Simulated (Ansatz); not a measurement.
Ansatz (an electronic-structure program) input (CCSD(T)/cc-pVQZ):

Ansatz 0.2 input:
```yaml
crystal:
  periodic: [false, false, false]
  atoms:
    - {symbol: F, position_ang: [1.90129334, 0.83166074, -0.25773031]}
    - {symbol: C, position_ang: [0.69740103, 0.28376134, -0.09609723]}
    - {symbol: C, position_ang: [0.37732087, -1.01597997, -0.13771406]}
    - {symbol: C, position_ang: [-1.10509035, -1.12680534, 0.10263990]}
    - {symbol: C, position_ang: [-1.57520815, 0.30746467, 0.28656787]}
    - {symbol: C, position_ang: [-0.49561383, 1.06698847, 0.16128075]}
    - {symbol: H, position_ang: [1.04317133, -1.84645965, -0.31019386]}
    - {symbol: H, position_ang: [-1.33010453, -1.72525846, 0.99227872]}
    - {symbol: H, position_ang: [-1.62067796, -1.59819323, -0.74127812]}
    - {symbol: H, position_ang: [-2.59688630, 0.59238970, 0.47870266]}
basis:
  gaussian:
    orbitals: cc-pVQZ
magnetization: {spin_polarized: true, initial_magnetization: 1}
correlation: {method: ccsd_t, electrons: outside_noble_gas}
```

End of the output:

```
coupled cluster: 144.19 GiB planned
cycle   1  -29.38914497 eV  change    -3.2e0 eV  update   3.6e-2
cycle   2  -29.49929192 eV  change   -1.1e-1 eV  update   1.1e-2
cycle   3  -29.49456391 eV  change    4.7e-3 eV  update   6.1e-3
cycle   4  -29.50477126 eV  change   -1.0e-2 eV  update   3.8e-3
cycle   5  -29.51618946 eV  change   -1.1e-2 eV  update   2.1e-3
cycle   6  -29.52141959 eV  change   -5.2e-3 eV  update   9.6e-4
cycle   7  -29.52307355 eV  change   -1.7e-3 eV  update   3.2e-4
cycle   8  -29.52354586 eV  change   -4.7e-4 eV  update   1.4e-4
cycle   9  -29.52365002 eV  change   -1.0e-4 eV  update   6.2e-5
cycle  10  -29.52360099 eV  change    4.9e-5 eV  update   2.9e-5
cycle  11  -29.52363473 eV  change   -3.4e-5 eV  update   1.5e-5
coupled cluster: 144.19 GiB planned
perturbative correction -1.43579807 eV, -0.0527646059 hartree
Total energy: -7952.68873828 eV, -292.2559206058 hartree
```

It need not be the lowest isomer of its formula.

The determinant is spin-contaminated: <S^2> is 1.22 against 0.75 for a pure state.
